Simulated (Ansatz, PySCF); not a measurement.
Gas-phase reaction (SMILES): O[SiH3] [hydroxysilane] → O[SiH2] + H atom; the H-Si bond at the site shown breaks (other sites are not compared here).

Structures are relaxed separately at B3LYP-D3(BJ)/def2-TZVP in Ansatz (a first-principles code), one conformer each, not searched for the lowest. Valence correlation only, unless marked. Open shells are spin-unrestricted. No spin-orbit coupling. Non-relativistic. Basis-set limits of correlation are two-point, X^-3; Hartree-Fock from the larger set (for Q and 5 zeta extrapolated as (X+1)exp(-9√X)). Thermal terms are rigid-rotor harmonic-oscillator values from B3LYP-D3(BJ) frequencies (PySCF) at 298.15 K and 1 atm. 1 Eh = 627.5095 kcal/mol. Atoms have translation alone. Electronic entropy comes from spin alone.

| species | E, CCSD(T)/CBS(cc-pV(Q+d)Z,cc-pV(5+d)Z) (Ansatz) (Eh) | E, PBE-D3(BJ)/def2-TZVPD (Ansatz + dftd3) (Eh) | H - E (Eh) | G - E (Eh) |
|---|---|---|---|---|
| O[SiH3] | -366.68446 | -366.95852 | 0.04319 | 0.01395 |
| O[SiH2] | -366.02862 | -366.31451 | 0.03326 | 0.00399 |
| H atom | -0.50000 | -0.49962 | 0.00236 | -0.01065 |

**Question.** Work out ΔE and ΔH, ΔG, ΔS and the equilibrium constant at 298.15 K at the first level, then ΔH at the second.

**Answer.** 
1. ΔE = [(-366.02862) + (-0.50000)] - [(-366.68446)] = 0.15584 Eh = 97.8 kcal/mol at CCSD(T)/CBS(cc-pV(Q+d)Z,cc-pV(5+d)Z).
2. The terms H - E add up to -0.00757 Eh, so ΔH = (0.15584 + (-0.00757))×627.5095 = 93.0 kcal/mol.
3. The terms G - E add up to -0.02061 Eh, so ΔG = 84.9 kcal/mol, and ΔS = (-0.00757 - (-0.02061))×627509.5/298.15 = 27.4 cal/(mol K).
4. log10 K = -ΔG/(RT ln 10) = -62.2, with RT ln 10 = 1.3642 kcal/mol.
5. With ΔH and ΔS taken as constant, ΔG changes sign near ΔH/ΔS = 3390 K, a rough figure that leaves out heat capacities.
6. At PBE-D3(BJ)/def2-TZVPD the same steps give ΔE = 90.6 and ΔH = 85.9 kcal/mol, a shift of -7.1 from the first level.
7. These values are not checked against measurement here, since the tables used lack a sound gas-phase enthalpy of formation for at least one species.
